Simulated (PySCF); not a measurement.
# Relaxation of singlet ZnCl2

Level of theory: PySCF, PBE0, basis Zn def2-TZVP, Cl def2-TZVP (no relativity, density fitting). A (50,194) grid was used.

A hand-made linear start, of D∞h symmetry, held to at least that symmetry:

Coordinates in bohr (charge 0 multiplicity 1):
```
Zn    0.0000    0.0000    0.0000
Cl    0.0000    0.0000    4.1007
Cl    0.0000    0.0000   -4.1007
```

**Question.** What forces act on the atoms at the start (eV/Å)?

**Answer.** 
```csv
atom,Fx,Fy,Fz
Zn1,0.00,0.00,0.00
Cl2,0.00,0.00,-1.16
Cl3,0.00,0.00,1.16
```

**Question.** What does it relax to?

**Answer.** It ends at D∞h with Zn–Cl 2.084 Å (×2); Cl–Zn–Cl 180.0°. A frequency run shows a minimum. Other isomers or separated fragments may lie lower.

**Question.** How much energy is released, and in how many steps?

**Answer.** 10.2 kJ/mol in 4 steps.
